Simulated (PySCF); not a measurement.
Geometry:
| atom | x (Å) | y (Å) | z (Å) |
| --- | --- | --- | --- |
| Al1 | -1.052 | 0.688 | 0.057 |
| O2 | -0.851 | 1.180 | 1.668 |
| O3 | -2.403 | 1.211 | -0.826 |
| N4 | 0.105 | -0.372 | -0.789 |
| Si5 | 1.575 | -1.070 | -0.191 |
| H6 | -0.133 | 0.934 | 2.252 |
| H7 | -3.093 | 1.768 | -0.463 |
| H8 | -0.127 | -0.604 | -1.753 |
| H9 | 1.698 | -0.653 | 1.242 |
| H10 | 1.580 | -2.567 | -0.250 |
| H11 | 2.798 | -0.599 | -0.918 |

Geometry: PBE0-D3(BJ)/def2-SVP; GIAO absolute shieldings from PySCF 2.14.0 with density-fitted response routines, gas phase, non-relativistic, averaged over equivalent atoms.

At PBE0/pcSseg-1 (pcSseg-2 on Al) (148 basis functions, 53 s wall time on 1 thread of an Intel Xeon, shared host):
| atoms | σ (ppm) |
| --- | --- |
| Al1 | 446.9 |
| O2/O3 | 325.0 |
| N4 | 266.8 |
| Si5 | 404.8 |
| H9/H10/H11 | 26.61 |
| H6/H7 | 29.96 |
| H8 | 31.72 |

Estimate the result of repeating the calculation with PBE/pcSseg-1 (pcSseg-2 on Al).

## Answers


```
     atoms  σ at PBE/pcSseg-1 (pcSseg-2 on Al)  change
       Al1                               432.5   -14.4
     O2/O3                               319.2    -5.8
        N4                               260.7    -6.1
       Si5                               390.0   -14.8
H9/H10/H11                               26.36   -0.25
     H6/H7                               29.99   +0.03
        H8                               31.71   -0.01
```

The largest change is at Si5 (silicon bonded to N, 3 H). Cost: 148 basis functions, 46 s wall time on 1 thread of an Intel Xeon, shared host.
